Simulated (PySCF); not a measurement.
PySCF input file for C₄H₈Cl, SMILES [CH2]C(C)(C)Cl, multiplicity 2, TDA-B3LYP/def2-SVPD. Coordinates come from a PBE-D3(BJ)/def2-SVP optimisation. The isomer is the one that the SMILES or the coordinates give; other isomers of the formula were not compared.

```python
import numpy as np
from pyscf import gto, scf, dft, tdscf

mol = gto.M(
    atom='''
    C     0.67778297    1.52506877   -0.00000001
    C     0.44522777    0.07525963   -0.00000000
    C     0.90829590   -0.62538686    1.27291281
    C     0.90829592   -0.62538687   -1.27291280
    Cl   -1.47932837   -0.08597651   -0.00000000
    H     0.65682762    2.08710462    0.94594207
    H     0.65682763    2.08710461   -0.94594209
    H     0.49256221   -0.13079604    2.17159396
    H     0.58944594   -1.68537185    1.27686603
    H     2.01664768   -0.58880034    1.33182135
    H     0.58944594   -1.68537186   -1.27686601
    H     0.49256223   -0.13079607   -2.17159396
    H     2.01664769   -0.58880036   -1.33182134
    ''',
    basis='def2-SVPD',
    charge=0,
    spin=1,
    max_memory=1600,
    verbose=4,
)
mf = dft.UKS(mol, xc='b3lyp').density_fit(auxbasis='def2-universal-jkfit')
mf.grids.level = 3
mf.conv_tol = 1e-9
mf.max_cycle = 100
mf.kernel()
fine, coarse = mf.grids, dft.Grids(mol).set(level=1).build(with_non0tab=True)
for _ in range(3):  # follow internal instabilities
    mf.grids = coarse
    mo, _, stable, _ = mf.stability(return_status=True, nroots=4)
    mf.grids = fine
    if stable:
        break
    mf.kernel(mf.make_rdm1(mo, mf.mo_occ))
mf.grids = dft.Grids(mol).set(level=1).build(with_non0tab=True)  # coarser grid for the response kernel
td = tdscf.TDA(mf)
td.nstates = 10
td.conv_tol = 1e-4
td.positive_eig_threshold = 1e-6
td.kernel(x0=td.get_init_guess(mf, 15))
td.analyze()
```

Output:

```
PySCF version 2.14.0

[INPUT] verbose = 4
[INPUT] num. atoms = 13
[INPUT] num. electrons = 49
[INPUT] charge = 0
[INPUT] spin (= nelec alpha-beta = 2S) = 1
[INPUT] symmetry False subgroup None
[INPUT] Mole.unit = angstrom
[INPUT] Symbol           X                Y                Z      unit          X                Y                Z       unit  Magmom
[INPUT]  1 C      0.677782970000   1.525068770000  -0.000000010000 AA    1.280824185194   2.881962296427  -0.000000018897 Bohr   0.0
[INPUT]  2 C      0.445227770000   0.075259630000   0.000000000000 AA    0.841358548351   0.142220088936   0.000000000000 Bohr   0.0
[INPUT]  3 C      0.908295900000  -0.625386860000   1.272912810000 AA    1.716430491065  -1.181809887302   2.405456591351 Bohr   0.0
[INPUT]  4 C      0.908295920000  -0.625386870000  -1.272912800000 AA    1.716430528860  -1.181809906199  -2.405456572453 Bohr   0.0
[INPUT]  5 Cl    -1.479328370000  -0.085976510000   0.000000000000 AA   -2.795525467599  -0.162472057046   0.000000000000 Bohr   0.0
[INPUT]  6 H      0.656827620000   2.087104620000   0.945942070000 AA    1.241224312850   3.944056125114   1.787571442004 Bohr   0.0
[INPUT]  7 H      0.656827630000   2.087104610000  -0.945942090000 AA    1.241224331747   3.944056106217  -1.787571479799 Bohr   0.0
[INPUT]  8 H      0.492562210000  -0.130796040000   2.171593960000 AA    0.930807676211  -0.247168693778   4.103717838160 Bohr   0.0
[INPUT]  9 H      0.589445940000  -1.685371850000   1.276866030000 AA    1.113891391837  -3.184891214552   2.412927094461 Bohr   0.0
[INPUT] 10 H      2.016647680000  -0.588800340000   1.331821350000 AA    3.810911804940  -1.112671384651   2.516777598349 Bohr   0.0
[INPUT] 11 H      0.589445940000  -1.685371860000  -1.276866010000 AA    1.113891391837  -3.184891233449  -2.412927056666 Bohr   0.0
[INPUT] 12 H      0.492562230000  -0.130796070000  -2.171593960000 AA    0.930807714005  -0.247168750469  -4.103717838160 Bohr   0.0
[INPUT] 13 H      2.016647690000  -0.588800360000  -1.331821340000 AA    3.810911823837  -1.112671422445  -2.516777579451 Bohr   0.0

nuclear repulsion = 227.196866077043
number of shells = 75
number of NR pGTOs = 245
number of NR cGTOs = 171
basis = def2-SVPD
ecp = {}


[settings echo left out]
init E= -617.218937634288
  alpha nocc = 25  HOMO = -0.209235959468721  LUMO = -0.0522990795356013
  beta  nocc = 24  HOMO = -0.349240333016536  LUMO = -0.209235959468719

WARN: HOMO -0.209235959468721 >= LUMO -0.209235959468719

cycle= 1 E= -617.12348165951  delta_E= 0.0955  |g|= 0.262  |ddm|= 4.59
  alpha nocc = 25  HOMO = -0.205720912386947  LUMO = 0.0150569209639566
  beta  nocc = 24  HOMO = -0.235802545636202  LUMO = -0.0914345939863863
  HOMO = -0.205720912387  LUMO = -0.0914345939864  gap/eV = 3.10989
cycle= 2 E= -617.113420867404  delta_E= 0.0101  |g|= 0.312  |ddm|= 1.18
  alpha nocc = 25  HOMO = -0.223389124392923  LUMO = 0.00832027556537218
  beta  nocc = 24  HOMO = -0.293138199806807  LUMO = -0.0983436945809966
  HOMO = -0.223389124393  LUMO = -0.098343694581  gap/eV = 3.40266
cycle= 3 E= -617.164327000503  delta_E= -0.0509  |g|= 0.0451  |ddm|= 0.556
  alpha nocc = 25  HOMO = -0.235701456540927  LUMO = 0.00255299461134939
  beta  nocc = 24  HOMO = -0.292909415898815  LUMO = -0.106395834098947
  HOMO = -0.235701456541  LUMO = -0.106395834099  gap/eV = 3.51859
cycle= 4 E= -617.165200244835  delta_E= -0.000873  |g|= 0.0244  |ddm|= 0.139
  alpha nocc = 25  HOMO = -0.234174100670594  LUMO = 0.0045897036365572
  beta  nocc = 24  HOMO = -0.294289522165387  LUMO = -0.101227277869153
  HOMO = -0.234174100671  LUMO = -0.101227277869  gap/eV = 3.61767
cycle= 5 E= -617.165564779961  delta_E= -0.000365  |g|= 0.00524  |ddm|= 0.0619
  alpha nocc = 25  HOMO = -0.233770950445549  LUMO = 0.00455755624262455
  beta  nocc = 24  HOMO = -0.293715651759745  LUMO = -0.100071857017161
  HOMO = -0.233770950446  LUMO = -0.100071857017  gap/eV = 3.63814
cycle= 6 E= -617.165582667839  delta_E= -1.79e-05  |g|= 0.00218  |ddm|= 0.0197
  alpha nocc = 25  HOMO = -0.234427667295537  LUMO = 0.00453456803788832
  beta  nocc = 24  HOMO = -0.293647881982171  LUMO = -0.100170553275903
  HOMO = -0.234427667296  LUMO = -0.100170553276  gap/eV = 3.65332
cycle= 7 E= -617.165586542845  delta_E= -3.88e-06  |g|= 0.000795  |ddm|= 0.00687
  alpha nocc = 25  HOMO = -0.234359587268748  LUMO = 0.00445720684208162
  beta  nocc = 24  HOMO = -0.293746400052355  LUMO = -0.100021312722226
  HOMO = -0.234359587269  LUMO = -0.100021312722  gap/eV = 3.65553
cycle= 8 E= -617.165587002699  delta_E= -4.6e-07  |g|= 0.000248  |ddm|= 0.00226
  alpha nocc = 25  HOMO = -0.234344777190056  LUMO = 0.00449231313012577
  beta  nocc = 24  HOMO = -0.293678571218917  LUMO = -0.100007528265448
  HOMO = -0.23434477719  LUMO = -0.100007528265  gap/eV = 3.65550
cycle= 9 E= -617.165587043849  delta_E= -4.12e-08  |g|= 0.0001  |ddm|= 0.000778
  alpha nocc = 25  HOMO = -0.234357911003366  LUMO = 0.0044757200578438
  beta  nocc = 24  HOMO = -0.293712769395398  LUMO = -0.100025775095066
  HOMO = -0.234357911003  LUMO = -0.100025775095  gap/eV = 3.65536
cycle= 10 E= -617.1655870505  delta_E= -6.65e-09  |g|= 3.26e-05  |ddm|= 0.000361
  alpha nocc = 25  HOMO = -0.234354591415135  LUMO = 0.00447807009315282
  beta  nocc = 24  HOMO = -0.293705120930709  LUMO = -0.100025257105642
  HOMO = -0.234354591415  LUMO = -0.100025257106  gap/eV = 3.65529
cycle= 11 E= -617.165587051266  delta_E= -7.66e-10  |g|= 7.37e-06  |ddm|= 0.000126
  alpha nocc = 25  HOMO = -0.234354817242405  LUMO = 0.00447793605045588
  beta  nocc = 24  HOMO = -0.293705688002337  LUMO = -0.100025758343459
  HOMO = -0.234354817242  LUMO = -0.100025758343  gap/eV = 3.65528
Extra cycle  E= -617.165587051312  delta_E= -4.67e-11  |g|= 5e-06  |ddm|= 4.08e-05
converged SCF energy = -617.165587051312  <S^2> = 0.75569605  2S+1 = 2.005688
tot grids = 46816
uhf_internal: lowest eigs of H = [0.28357649 0.28569373 0.34523841 0.41119114]
<class 'pyscf.df.df_jk.DFUKS'> wavefunction is stable in the internal stability analysis
tot grids = 46816
Overwritten attributes  positive_eig_threshold  of <class 'pyscf.tdscf.uks.TDA'>


******** <class 'pyscf.tdscf.uks.TDA'> for <class 'pyscf.df.df_jk.DFUKS'> ********
nstates = 10
deg_eia_thresh = 1.000e-03
wfnsym = None
conv_tol = 0.0001
eigh lindep = 1e-12
eigh level_shift = 0
eigh max_cycle = 100


Excitation energies (eV)
[3.94482294 4.04286594 4.99612849 5.69252827 5.75681066 5.82339603
 6.24274474 6.27541224 6.44385795 6.47471555]

** Excitation energies and oscillator strengths **
Excited State   1:      3.94482 eV    314.30 nm  f=0.0002
      24b ->   25b      0.98895
      24b ->   26b      0.10389
Excited State   2:      4.04287 eV    306.67 nm  f=0.0051
      25a ->   26a      0.19819
      23b ->   25b      0.96783
      23b ->   26b      0.10987
Excited State   3:      4.99613 eV    248.16 nm  f=0.0334
      25a ->   26a     -0.88835
      22b ->   25b      0.37801
      23b ->   25b      0.17955
Excited State   4:      5.69253 eV    217.80 nm  f=0.0053
      25a ->   27a      0.93841
      25a ->   28a     -0.18735
      20b ->   25b      0.13680
      22b ->   25b      0.22631
Excited State   5:      5.75681 eV    215.37 nm  f=0.0522
      23a ->   26a      0.18962
      25a ->   26a      0.30143
      25a ->   27a     -0.26386
      20b ->   25b      0.42719
      22b ->   25b      0.76014
Excited State   6:      5.82340 eV    212.91 nm  f=0.0021
      15b ->   25b     -0.12050
      18b ->   25b     -0.17255
      19b ->   25b      0.44330
      21b ->   25b      0.86126
Excited State   7:      6.24274 eV    198.61 nm  f=0.0479
      23a ->   26a     -0.25802
      25a ->   26a     -0.19986
      20b ->   25b      0.84888
      22b ->   25b     -0.33144
      23b ->   26b      0.10915
Excited State   8:      6.27541 eV    197.57 nm  f=0.0003
      24a ->   26a     -0.85082
      24b ->   25b      0.12704
      24b ->   26b     -0.45855
      24b ->   27b      0.14073
Excited State   9:      6.44386 eV    192.41 nm  f=0.0098
      23a ->   26a      0.70769
      22b ->   25b     -0.17357
      23b ->   26b      0.61694
      23b ->   27b     -0.18984
Excited State  10:      6.47472 eV    191.49 nm  f=0.0001
      15b ->   25b      0.16453
      18b ->   25b      0.15406
      19b ->   25b     -0.82921
      21b ->   25b      0.49272

** Transition electric dipole moments (AU) **
state          X           Y           Z        Dip. S.      Osc.
  1         0.0000      0.0000     -0.0500      0.0025      0.0002
  2        -0.1545     -0.1649     -0.0000      0.0511      0.0051
  3        -0.2966     -0.4297      0.0000      0.2726      0.0334
  4        -0.1914      0.0357     -0.0000      0.0379      0.0053
  5         0.5770      0.1921     -0.0000      0.3699      0.0522
  6        -0.0000     -0.0000     -0.1212      0.0147      0.0021
  7        -0.4180     -0.3725      0.0000      0.3135      0.0479
  8        -0.0000     -0.0000     -0.0474      0.0022      0.0003
  9        -0.2387     -0.0718      0.0000      0.0621      0.0098
 10        -0.0000     -0.0000     -0.0269      0.0007      0.0001

** Transition velocity dipole moments (imaginary part, AU) **
state          X           Y           Z        Dip. S.      Osc.
  1        -0.0000      0.0000     -0.0275      0.0008      0.0035
  2         0.0198     -0.0193     -0.0000      0.0008      0.0034
  3        -0.0159     -0.0426     -0.0000      0.0021      0.0075
  4        -0.0735      0.0001     -0.0000      0.0054      0.0172
  5         0.0401      0.0234     -0.0000      0.0022      0.0068
  6        -0.0000     -0.0000     -0.0162      0.0003      0.0008
  7        -0.0252     -0.0431      0.0000      0.0025      0.0072
  8        -0.0000      0.0000     -0.0279      0.0008      0.0023
  9        -0.0217     -0.0028      0.0000      0.0005      0.0013
 10        -0.0000     -0.0000     -0.0017      0.0000      0.0000

** Transition magnetic dipole moments (imaginary part, AU) **
state          X           Y           Z
  1         0.1337     -0.1919     -0.0000
  2         0.0000     -0.0000      0.0568
  3         0.0000      0.0000      0.5590
  4         0.0000      0.0000     -0.6911
  5         0.0000      0.0000     -0.0791
  6         0.1479      0.3881      0.0000
  7        -0.0000      0.0000     -0.2008
  8         0.0288     -0.0810      0.0000
  9         0.0000      0.0000      0.0186
 10         0.0300     -0.4534     -0.0000
```

The run converged.
